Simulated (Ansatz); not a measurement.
Reaction (ligand exchange at a Ge–C bond): `[OH][GeH]([OH])[CH2]F` + silanol → `[OH][GeH]([OH])[O][SiH3]` + fluoromethane

Computed with Ansatz on PBE0-D4/def2-TZVP structures; ΔE is electronic, products minus reactants. CCSD(T)/CBS adds triple-zeta CCSD(T) − MP2 to the extrapolated MP2 energy (def2 sets, frozen cores). This one scheme is used for every species. Functionals use def2-TZVPP. For Ge outer-core shells are correlated without core-valence functions, which leaves a few kJ/mol of doubt a bond. Scalar relativity is left out up to krypton. One conformer a species, not always the lowest.

`[OH][GeH]([OH])[CH2]F`:

```xyz
10

O    -1.171    0.012   -1.583
Ge    0.096   -0.446   -0.423
O     1.588    0.431   -0.817
C    -0.379    0.176    1.379
F     0.378   -0.488    2.330
H    -1.176    0.954   -1.768
H     0.251   -1.965   -0.570
H     2.038    0.091   -1.594
H    -0.187    1.249    1.467
H    -1.437   -0.014    1.579
```

`O[SiH3]`:

```xyz
6

O     0.663   -0.743   -0.807
Si   -0.211    0.319    0.101
H     0.986   -1.537   -0.380
H    -1.447   -0.309    0.643
H    -0.569    1.431   -0.808
H     0.579    0.839    1.251
```

`[OH][GeH]([OH])[O][SiH3]`:

Z-matrix (Å, degrees):
```
Ge
O 1 1.763
O 1 1.764 2 105.6
O 1 1.760 2 108.2 3 118.3
H 1 1.524 2 114.0 3 -121.1
H 2 0.961 1 111.5 3 11.1
Si 3 1.641 1 134.5 2 127.2
H 4 0.961 1 112.3 2 -28.2
H 7 1.488 3 111.0 1 -60.2
H 7 1.484 3 107.4 1 -179.4
H 7 1.487 3 111.1 1 60.9
```

`CF`:

```xyz
5

C    -0.047   -0.038    0.000
F     1.022    0.829    0.001
H    -0.458   -0.100    1.010
H     0.293   -1.025   -0.323
H    -0.809    0.335   -0.688
```

| level | ΔE (kJ/mol) |
| --- | --- |
| B2PLYP | -93.2 |
| MP2/def2-QZVPP | -95.7 |

Question: What does CCSD(T)/CBS give? (Estimate.)

Answer: Computed: -92.3 kJ/mol. The listed levels differ from it by -0.9, -3.4 kJ/mol.

Largest T1 diagnostic among the species: 0.012.

In def2-TZVPP, CCSD(T) changes the Hartree–Fock value by +17.3 kJ/mol (the triples alone add +1.3 kJ/mol) and MP2 by +15.7 kJ/mol. From PBE to PBE0 (25 % exact exchange), in def2-TZVPP and without D4, ΔE moves by −7.2 kJ/mol. The D4 term adds −3.9 kJ/mol with B3LYP and −2.3 kJ/mol with PBE0; it sums over pairs of atoms, weighted by their polarisabilities, and B3LYP, whose exchange is more repulsive, gets the larger term.

B3LYP here is the variant with VWN-RPA as its local correlation; programs differ in this.
